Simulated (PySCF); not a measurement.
First SCF of a structure search on singlet PbF₂, at a hand-made linear geometry. PySCF input:

```python
from pyscf import gto, scf, dft
mol = gto.M(atom='''
Pb     0.000000     0.000000     0.000000
F      0.000000     0.000000     2.080000
F      0.000000     0.000000    -2.080000''',
    basis={'Pb': 'def2-TZVP', 'F': 'def2-TZVP'},
    ecp={'Pb': 'def2-TZVP'},
    charge=0, spin=0)
mf = dft.RKS(mol, xc='PBE')
mf.grids.atom_grid = (50, 194)
aux = {'Pb': 'def2-universal-JKFIT', 'F': 'def2-universal-JKFIT'}
mf = mf.density_fit(auxbasis=aux)
mf.conv_tol = 1e-08
mf.diis_space = 10
mf.max_cycle = 60
mf.init_guess = 'minao'
mf.verbose = 4
mf.kernel()
```

Excerpt of the output (cycles and frontier levels):

```
init E= -360.648399135173
  HOMO = -0.736903765672951  LUMO = -0.611513129086992  gap/eV = 3.41205
cycle= 1 E= -391.891288558632  delta_E= -31.2  |g|= 1.89  |ddm|= 10.2
  HOMO = -0.0526611099059124  LUMO = -0.0250831260368847  gap/eV = 0.75044
cycle= 2 E= -391.855353719591  delta_E= 0.0359  |g|= 2.12  |ddm|= 6.48
  HOMO = -0.252297831206072  LUMO = -0.130340591179288  gap/eV = 3.31863
cycle= 3 E= -392.505822356918  delta_E= -0.65  |g|= 0.416  |ddm|= 3.05
  HOMO = -0.214326037368995  LUMO = -0.133479009059605  gap/eV = 2.19996
cycle= 4 E= -392.521867286119  delta_E= -0.016  |g|= 0.277  |ddm|= 0.384
  HOMO = -0.228012198664882  LUMO = -0.131992004563573  gap/eV = 2.61284
cycle= 5 E= -392.535210246407  delta_E= -0.0133  |g|= 0.0116  |ddm|= 0.169
  HOMO = -0.227315840960749  LUMO = -0.132786523018363  gap/eV = 2.57227
cycle= 6 E= -392.535241407972  delta_E= -3.12e-05  |g|= 0.00506  |ddm|= 0.0161
  HOMO = -0.227634719576184  LUMO = -0.132745225243151  gap/eV = 2.58207
cycle= 7 E= -392.53524649423  delta_E= -5.09e-06  |g|= 0.000161  |ddm|= 0.0031
  HOMO = -0.227645959732406  LUMO = -0.132744593131034  gap/eV = 2.58240
cycle= 8 E= -392.53524649917  delta_E= -4.94e-09  |g|= 1.17e-05  |ddm|= 0.000111
  HOMO = -0.227642557656608  LUMO = -0.132744128637444  gap/eV = 2.58232
Extra cycle  E= -392.535246498976  delta_E= 1.94e-10  |g|= 3.56e-05  |ddm|= 2.74e-05
converged SCF energy = -392.535246498976
```

No lower solution of this spin was found by a stability analysis within the restricted form, which does not test spin polarisation.

No spin–orbit coupling is included, which matters more the heavier the element.

The search for the lowest solution, with the stability check, took 6.3 s on 2 threads of a shared Arm Neoverse V1 host, with 112 basis functions.
